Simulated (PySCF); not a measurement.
# Two-dimensional NMR puzzle

Compound of formula C7H11OP. Correlations simulated from computed shifts and the bond graph:

HSQC (one-bond C–H):
```csv
δH,δC
6.74,122.7
3.07,34.3
2.78,21.6
1.27,26.7
```

COSY cross peaks (H two or three bonds apart, from the bond graph; peaks can be absent where the dihedral angle is near 90°):
```csv
δH,δH
3.07,1.27
```

HMBC (two and three bonds, from the bond graph):
```csv
δH,δC
6.74,"201.4, 176.3, 34.3"
3.07,"176.3, 122.7, 26.7"
2.78,201.4
1.27,"176.3, 34.3, 26.7"
```

Carbons without hydrogens: δ 201.4, 176.3.

[PySCF 2.14: GIAO PBE0/pcSseg-1 shieldings; GFN2-xTB structure; one conformer; one averaged value for each set of equivalent atoms; relativity neglected; no solvent model]

Shifts are taken against calculated references (same method and geometry level): $^{1}$H (31.72 ppm), $^{13}$C (186.93 ppm) vs TMS.

Exchangeable hydrogens are left out of these lists.

Task: Work out the connectivity.

Result: SMILES C1(C(C)C)=CP=C(C)O1.

Atom-mapped SMILES (the numbers label the heavy atoms): `[CH3:1][c:2]1[o:3][c:4]([CH:5]([CH3:6])[CH3:7])[cH:8][p:9]1` (H(Xn): hydrogen on atom n).

δC 201.4 is C2, a substituted aromatic carbon next to the ring oxygen. δC 176.3 is C4, a substituted aromatic carbon next to the ring oxygen. δC 122.7 is C8, an aromatic CH (δH 6.74). δC 34.3 is C5, an sp3 CH on an aromatic ring (δH 3.07). δC 26.7 is C6/C7, a methyl carbon (δH 1.27). δC 21.6 is C1, a methyl carbon on an aromatic ring (δH 2.78). HMBC from δH 6.74 reaches the proton-free carbons C2, C4. HMBC from δH 3.07 reaches the proton-free carbon C4. HMBC from δH 2.78 reaches the proton-free carbon C2. HMBC from δH 1.27 reaches the proton-free carbon C4. COSY links 3.07–1.27.

This is the structure that produced the data.

Shifts are as computed. Against solution values, carbons near 30 ppm lie about +3 ppm off and those near 130 ppm about +5 ppm. Of 1211 compounds with measured shifts, 218 miss one by over three times the rms of a fit or turn the order of signals round; such compounds aren't used in these exercises.
